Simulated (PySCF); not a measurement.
H3ClO2SSi, singlet, at a GFN2-xTB geometry. Base run: M062X/6-31G (PySCF).

The PySCF input:
```python
from pyscf import gto, scf, dft, solvent

mol = gto.Mole()
mol.atom = '''
    O     0.05710761   -0.81059753   -1.63332814
    Si    0.03039560   -0.33345742   -0.09460735
    O     0.34591804   -1.62144003    0.83152809
    S     1.57541490    1.12882407    0.16140566
    Cl   -1.78610166    0.43367429    0.35538332
    H    -0.12510957   -1.71511959   -1.87792569
    H     0.48558017   -1.54779019    1.77192428
    H     1.14687538    1.95396604   -0.77910242
'''
mol.basis = '6-31g'
mol.verbose = 4
mol.build()

mf = dft.RKS(mol)
mf.xc = 'm062x'
mf.kernel()
```

Each row names what was changed in the base input (with any setting that the change needs).

```json
[
 {"change": "base", "ΔE vs base (kJ/mol)": "0.00", "dipole (D)": "1.31", "HOMO-LUMO gap (eV)": "9.81"},
 {"change": "model = IEF-PCM; solvent = n-hexane", "ΔE vs base (kJ/mol)": "-19.76", "dipole (D)": "1.37", "HOMO-LUMO gap (eV)": "9.88"},
 {"change": "model = COSMO; solvent = n-hexane", "ΔE vs base (kJ/mol)": "-20.05", "dipole (D)": "1.37", "HOMO-LUMO gap (eV)": "9.88"},
 {"change": "model = IEF-PCM; solvent = n-hexane; vdw_scale = 1.4", "ΔE vs base (kJ/mol)": "-10.75", "dipole (D)": "1.37", "HOMO-LUMO gap (eV)": "9.86"},
 {"change": "model = IEF-PCM; solvent = 2-propanol", "ΔE vs base (kJ/mol)": "-52.1", "dipole (D)": "1.47", "HOMO-LUMO gap (eV)": "9.98"},
 {"change": "model = IEF-PCM; solvent = n-hexane; lebedev_order = 11", "ΔE vs base (kJ/mol)": "-18.98", "dipole (D)": "1.37", "HOMO-LUMO gap (eV)": "9.88"},
 {"change": "model = IEF-PCM; solvent = n-hexane; vdw_scale = 1.0", "ΔE vs base (kJ/mol)": "-38.8", "dipole (D)": "1.36", "HOMO-LUMO gap (eV)": "9.91"},
 {"change": "model = IEF-PCM; solvent = n-hexane; r_probe = 0.5", "ΔE vs base (kJ/mol)": "-7.21", "dipole (D)": "1.37", "HOMO-LUMO gap (eV)": "9.85"},
 {"change": "model = IEF-PCM; solvent = n-hexane; lebedev_order = 41", "ΔE vs base (kJ/mol)": "-19.84", "dipole (D)": "1.37", "HOMO-LUMO gap (eV)": "9.88"},
 {"change": "model = C-PCM; solvent = n-hexane", "ΔE vs base (kJ/mol)": "-25.57", "dipole (D)": "1.39", "HOMO-LUMO gap (eV)": "9.90"},
 {"change": "model = ddCOSMO; solvent = n-hexane", "ΔE vs base (kJ/mol)": "-18.66", "dipole (D)": "1.39", "HOMO-LUMO gap (eV)": "9.89"},
 {"change": "model = SS(V)PE; solvent = n-hexane", "ΔE vs base (kJ/mol)": "-19.65", "dipole (D)": "1.37", "HOMO-LUMO gap (eV)": "9.88"}
]
```

The base is the gas phase, so ΔE is the electrostatic part of solvation at a fixed geometry, without cavity and dispersion terms.
